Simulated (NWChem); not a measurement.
Species: CH4O3Si; SMILES O=C(O)[SiH2]O

```xyz
9

O      1.3410    -0.9403     0.0000
C      0.1339    -0.8594     0.0000
O     -0.6625    -1.9276     0.0000
Si    -0.6887     0.8837     0.0000
O      0.6383     1.8752     0.0000
H     -0.0908    -2.7162     0.0000
H     -1.5279     1.0471     1.2188
H     -1.5279     1.0471    -1.2188
H      1.4508     1.3471     0.0000
```
Atoms are numbered in this order, from 1.

Program: NWChem. Medium grid unless said otherwise, to which SCAN and Minnesota functionals are sensitive. Geometry: optimised at PBE0/def2-SVP. Hybrids' shares of exact exchange are those that their runs print; pure functionals count as 0. The functionals differ in more than this share.

```csv
row,share of exact exchange,highest occupied level (eV)
PBE/def2-TZVP,0.00,-6.73
BLYP/def2-TZVP,0.00,-6.65
B3LYP/def2-TZVP,0.20,withheld
PBE0/def2-TZVP,0.25,-8.24
M06-2X/def2-TZVP,0.54,-9.74
```

Q: Fit a straight line of the last column on the one before it, predict the withheld value, and compare with the run.

A: 
1. Means of the 4 shown rows: x = 0.198, y = -7.840. Slope Σ(x − x̄)(y − ȳ)/Σ(x − x̄)² = -1.126/0.1981 = -5.685; intercept -6.717.
2. The shown rows scatter about the line by 0.066 (root mean square); the largest residual is -0.10, at PBE0/def2-TZVP.
3. At x = 0.20 (B3LYP/def2-TZVP; inside the shown range) the line gives -7.85.
4. The run gives -8.02, -0.17 from the line, 2.6 times the scatter.
